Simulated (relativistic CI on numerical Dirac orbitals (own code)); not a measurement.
**How well does a small relativistic CI reproduce Cu⁵⁺?**

Method of calculation: Dirac-Coulomb-Breit CI, separate exchange-only KLI orbitals for each configuration, model QED, valence Slater integrals scaled by 0.85, P86 correlation energy added to each configuration (own radial code, finite nucleus).

Configuration list (outside the closed core [Ne]): 3s2 3p6 3d6, 3s2 3p6 3d5 4s, 3s2 3p5 3d7, 3s2 3p6 3d5 4p, 3s2 3p6 3d5 4d, 3s2 3p4 3d8, 3s2 3p6 3d5 5s, 3s2 3p6 3d5 5p, 3s 3p6 3d7, 3s2 3p6 3d5 4f, 3s2 3p6 3d4 4s2, 3s2 3p6 3d5 5d, 3s2 3p6 3d5 5f, 3s2 3p6 3d5 5g. Levels of other configurations are missing.

```
 Configuration  Term (tabulated)  J  Measured (cm⁻¹)  Computed  Error  Purity (%)
   3s2 3p6 3d6                5D  4              0.0         0      0          99
   3s2 3p6 3d6                5D  3           1195.8      1177    -18          99
   3s2 3p6 3d6                5D  2           1986.8      1944    -43          99
   3s2 3p6 3d6                5D  1           2489.6      2430    -60          99
   3s2 3p6 3d6                5D  0           2733.4      2665    -68          99
   3s2 3p6 3d6               3P2  2          29285.0     25749  -3536          98
   3s2 3p6 3d6                3H  6          30417.6     29234  -1184          99
   3s2 3p6 3d6              3H †  5          31009.2     29778  -1232          94
   3s2 3p6 3d6              3H †  4          31287.6     30574   -714          70
   3s2 3p6 3d6               3P2  1          32684.9     29111  -3574          98
   3s2 3p6 3d6               3F2  4          32756.0     29394  -3362          63
   3s2 3p6 3d6               3F2  3          33295.8     30503  -2793          95
   3s2 3p6 3d6               3F2  2          33739.6     30923  -2816          99
   3s2 3p6 3d6               3P2  0          33867.8     30208  -3660          95
   3s2 3p6 3d6                3G  5          37378.1     35278  -2100          94
   3s2 3p6 3d6                3G  4          38468.9     36292  -2177          92
   3s2 3p6 3d6                3G  3          38907.4     36706  -2201          95
   3s2 3p6 3d6                1I  6          46405.8     44519  -1887          99
   3s2 3p6 3d6                3D  2          46714.2     43135  -3579          95
   3s2 3p6 3d6                3D  1          46848.3     43308  -3541          99
   3s2 3p6 3d6                3D  3          47119.1     43576  -3543          99
   3s2 3p6 3d6               1G2  4          47611.6     43579  -4033          96
   3s2 3p6 3d6               1S2  0          53786.6     47524  -6263          96
   3s2 3p6 3d6               1D2  2          54747.1     50161  -4586          94
   3s2 3p6 3d6                1F  3          64967.6     60421  -4547          97
   3s2 3p6 3d6               3P1  0          74712.0     68517  -6195          99
   3s2 3p6 3d6               3P1  1          75774.1     69581  -6193          99
   3s2 3p6 3d6               3F1  2          77145.0     71201  -5944          99
   3s2 3p6 3d6               3F1  4          77223.8     71322  -5902          98
   3s2 3p6 3d6               3F1  3          77467.9     71561  -5907          97
   3s2 3p6 3d6               3P1  2          77908.8     71698  -6211          99
   3s2 3p6 3d6               1G1  4          87505.9     81232  -6274          98
   3s2 3p6 3d6               1D1  2         117084.3    108293  -8791          99
3s2 3p6 3d5 4s                7S  3         250876.6    259696   8819         100
3s2 3p6 3d5 4s                5S  2         265639.1    273988   8348         100
3s2 3p6 3d5 4s                5G  6         299143.0    304635   5492         100
3s2 3p6 3d5 4s                5G  2         299250.6    304753   5502          99
3s2 3p6 3d5 4s                5G  5         299256.0    304750   5494         100
3s2 3p6 3d5 4s                5G  3         299282.1    304780   5498          99
3s2 3p6 3d5 4s                5G  4         299292.9    304788   5495         100
3s2 3p6 3d5 4s                3G  5         308997.5    314188   5190          99
3s2 3p6 3d5 4s                3G  3         309046.1    314244   5198          99
3s2 3p6 3d5 4s                3G  4         309110.8    314274   5164          97
3s2 3p6 3d5 4s                3I  5         322791.9    325280   2488          98
3s2 3p6 3d5 4s                3I  6         322804.7    325286   2481          99
3s2 3p6 3d5 4s                3I  7         322877.3    325343   2466         100
3s2 3p6 3d5 4p               7P°  2         342225.2    350266   8041          99
3s2 3p6 3d5 4p               7P°  3         343276.6    351272   7995          97
3s2 3p6 3d5 4p               7P°  4         345137.1    353030   7893         100
3s2 3p6 3d5 4p               5P°  3         355259.2    363048   7789          97
3s2 3p6 3d5 4p               5P°  2         356131.2    363893   7762          98
3s2 3p6 3d5 4p               5P°  1         356674.0    364410   7736         100
3s2 3p6 3d5 4p               5G°  2         388191.7    393433   5241          93
3s2 3p6 3d5 4p               5G°  3         388236.1    393391   5155          81
3s2 3p6 3d5 4p               5G°  4         388312.3    393426   5114          77
3s2 3p6 3d5 4p               5G°  5         388442.1    393535   5093          77
3s2 3p6 3d5 4p               5G°  6         388707.5    393795   5088          81
3s2 3p6 3d5 4p               5H°  3         390618.2    395171   4553          82
3s2 3p6 3d5 4p               5H°  4         391198.1    395760   4562          76
3s2 3p6 3d5 4p               5H°  6         392593.6    397044   4450          81
3s2 3p6 3d5 4p               5H°  7         393090.2    397413   4323         100
3s2 3p6 3d5 4p               5D°  4         395407.1    401762   6355          60
```

Measured levels from Sugar and Musgrove, J. Phys. Chem. Ref. Data 19, 527 (1990); pairs were made by configuration, J and term (by order where the table uses no LS term), so strongly mixed levels may be paired wrongly.

Mean error by configuration (cm⁻¹): 3s2 3p6 3d6 -3700; 3s2 3p6 3d5 4s 5203; 3s2 3p6 3d5 4p 6072. Over the excited levels the mean absolute error is 4674 cm⁻¹ (61 of the 63 excited levels that our extract of the source holds in range could be paired, and the others can miss by more), and the median relative error of those above 1,000 cm⁻¹ is 2.4 %. † marks terms whose computed intervals miss the measured ones by more than a factor of 2.5, or configurations far off the rest, from wrong mixing, a near crossing or a doubtful label or measurement; they are left out of the means.
